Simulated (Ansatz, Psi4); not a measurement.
Conformational energy of SMILES C=C/C=C\N. Scanned: dihedral C3–C4–N5–H11; all other coordinates were relaxed at B3LYP-D3(BJ)/def2-SVP. Heavy atoms are numbered in the order of the SMILES C=C/C=C\N, hydrogens after them in the order of the atoms that carry them; the mirror image has the same energies with the sign of each dihedral reversed.

- B3LYP/def2-TZVP // B3LYP-D3(BJ)/def2-SVP (Psi4)
- PBE/def2-TZVP // B3LYP-D3(BJ)/def2-SVP (Psi4)
- wB97M-V/def2-TZVP // B3LYP-D3(BJ)/def2-SVP (Psi4)
- CCSD(T)/cc-pVTZ = CCSD(T) on RHF/cc-pVTZ, frozen core // B3LYP-D3(BJ)/def2-SVP run with Ansatz (an electronic-structure program)

Cost and agreement with CCSD(T)/cc-pVTZ over the 12 points of the scan, with CCSD(T)/cc-pVTZ as yardstick. Costs are rough ratios of core time within Psi4 on shared cores, each with its mean field (Kohn-Sham runs search longer for lower solutions than correlated ones do); the miss is the largest difference from CCSD(T) of the profile after the mean shift, in kJ/mol.

Q: Which is the cheapest of these levels that stays within 3.3 kJ/mol of CCSD(T)/cc-pVTZ?

A: wB97M-V/def2-TZVP.

Q: Which of them comes closest to CCSD(T)/cc-pVTZ within 4 times the cost of the cheapest?

A: B3LYP/def2-TZVP, 3.9 kJ/mol off at most.

```
level              relative cost  largest difference
-----------------  -------------  ------------------
B3LYP/def2-TZVP                1                 3.9
PBE/def2-TZVP                  1                 4.9
wB97M-V/def2-TZVP             20                 2.7
```

Costs within a factor of two of each other count as equal.
